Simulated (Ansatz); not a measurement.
A made-up structure of CH3InO, closed shell:

O1  (-1.329, -1.458, 0.276)
C2  (-0.201, -1.173, -0.038)
In3  (0.282, 0.988, -0.002)
H4  (0.505, -1.994, -0.319)
H5  (-0.058, 1.940, -1.398)
H6  (-2.021, -1.636, 0.932)
(Å)

It is relaxed with PBE-D4/def2-SVP and then PBE0-D4/def2-TZVP (Ansatz 0.2.0). Atoms count as bonded within 1.22 times the sum of their covalent radii (H–H: 0.88 Å). The end point is not checked to be a true minimum.

Does its bonding change? (A judgement: the text doesn't fix the answer.)

The calculation gives: No: no bond forms or breaks.

Where it ends: The first stage lowers the energy by 1.75 eV in 12 steps. It ends as CH₃InO ([OH][CH][InH]):
O1  (-1.646, -1.387, 0.392)
C2  (-0.500, -1.019, -0.190)
In3  (0.272, 0.986, -0.110)
H4  (0.296, -1.769, -0.041)
H5  (0.311, 2.052, -1.507)
H6  (-1.552, -2.198, 0.907)
(Å)

Labels in which every atom is bracketed show which atoms are joined, not bond orders.

For scale, one of the runs: PBE0-D4/def2-TZVP relaxation, 130 basis functions, launched by `ansatz run in.yaml --threads 2 --pin off --events-out ev --progress --plain --max-ram 4352MiB`. The run took about 47 s on 2 CPU threads of an Intel Xeon (shared host).
